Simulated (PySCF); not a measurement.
**Orbital energies, ionisation energy and electron affinity**

Species: Ti(NH2)Me3, C3H11NTi (singlet state).
Cartesian coordinates in Å at the PBE0-D3(BJ)/def2-SVP level; atoms count from 1:
```
atom  x, y, z in Å
Ti1    0.0446   -0.0180    0.2197
N2    -0.0090   -0.0148    2.0779
H3    -0.8651   -0.1243    2.6178
H4     0.7812    0.1053    2.7084
C5     1.9602   -0.0097   -0.5433
H6     1.9155   -0.1487   -1.6380
H7     2.5609   -0.8263   -0.1059
H8     2.4536    0.9549   -0.3299
C9    -0.9510    1.6495   -0.4899
H10   -0.8476    1.6719   -1.5899
H11   -0.5295    2.5773   -0.0685
H12   -2.0241    1.6011   -0.2367
C13   -0.9971   -1.6376   -0.5273
H14   -2.0151   -1.7165   -0.1105
H15   -0.4444   -2.5645   -0.2926
H16   -1.0676   -1.5336   -1.6248
```

Level: CAM-B3LYP/def2-SVPD (PySCF). Frontier orbitals with their largest atomic shares (Löwdin; up to four atoms above 4 %):

```json
{"orbital": "HOMO−3", "ε (eV)": "-9.28", "main atoms": "N2 48 %, Ti1 24 %, C13 8 %, H4 5 %"}
{"orbital": "HOMO−2", "ε (eV)": "-9.14", "main atoms": "C5 32 %, Ti1 18 %, C9 14 %, C13 9 %"}
{"orbital": "HOMO−1", "ε (eV)": "-8.87", "main atoms": "Ti1 33 %, C13 24 %, C5 17 %, C9 8 %"}
{"orbital": "HOMO", "ε (eV)": "-8.73", "main atoms": "?"}
{"orbital": "LUMO", "ε (eV)": "-0.19", "main atoms": "Ti1 81 %, N2 4 %"}
{"orbital": "LUMO+1", "ε (eV)": "0.07", "main atoms": "Ti1 77 %, C5 5 %"}
{"orbital": "LUMO+2", "ε (eV)": "0.39", "main atoms": "Ti1 64 %, H3 5 %, H4 4 %"}
```

Q: What vertical ionisation energy does ΔSCF give, and how far is −ε(HOMO) from it?

A: ΔSCF: 9.29 eV (896 kJ/mol; threshold wavelength 133 nm); ⟨S²⟩ of the doublet left behind is 0.781, against 0.75 for a pure doublet. −ε(HOMO) is 8.73 eV, 0.56 eV below it. In exact Kohn–Sham theory the two would be equal; CAM-B3LYP (range-separated hybrid) falls short of its own ΔSCF value by 6 %. Holes in the HOMO−1 and HOMO−2 were tried too where these lie within 1.2 eV of the HOMO; the lowest converged state counts.

Q: On which atoms does the HOMO lie?

A: C9 (carbon bonded to Ti and 3 H) 28 %, Ti1 (titanium bonded to 3 C and N) 25 %, N2 (nitrogen bonded to Ti and 2 H) 16 %, C13 (carbon bonded to Ti and 3 H) 12 %, so no atom holds as much as 40 %. The HOMO−1 lies 0.14 eV lower.

Q: And the vertical electron affinity, the fundamental gap, Mulliken's electronegativity and the hardness (with the factor ½)?

A: EA = 0.22 eV by ΔSCF (−ε(LUMO) = 0.19 eV). IE − EA = 9.07 eV against an orbital gap of 8.54 eV; (IE + EA)/2 = 4.75 eV; (IE − EA)/2 = 4.53 eV. Parr's electrophilicity index (IE + EA)²/[8(IE − EA)] is 1.25 eV.

Q: With α = 90.9 au, estimate the like-pair dispersion coefficient by London's formula C6 = (3/4)α²I.

A: I = 0.3414 Eh, so C6 ≈ 2110 au, a rough estimate.

Q: What kinetic energy would electrons from this vertical process carry with 118.2 nm light (10.49 eV)?

A: 10.49 − 9.29 = 1.20 eV.

Q: What total energies stand behind the ΔSCF value?

A: E(N) = -1024.85871 Eh and E(N − 1) = -1024.51731 Eh at the same geometry, 0.34140 Eh apart. With one more electron, E(N + 1) = -1024.86683 Eh.

Q: The lowest singlet excitation (vertical TDDFT, same level) lies at 3.71 eV. How far is it below IE − EA?

A: IE − EA = 9.07 eV, so by 5.36 eV.

Isolated species at its PBE0-D3(BJ)/def2-SVP geometry, gas phase.
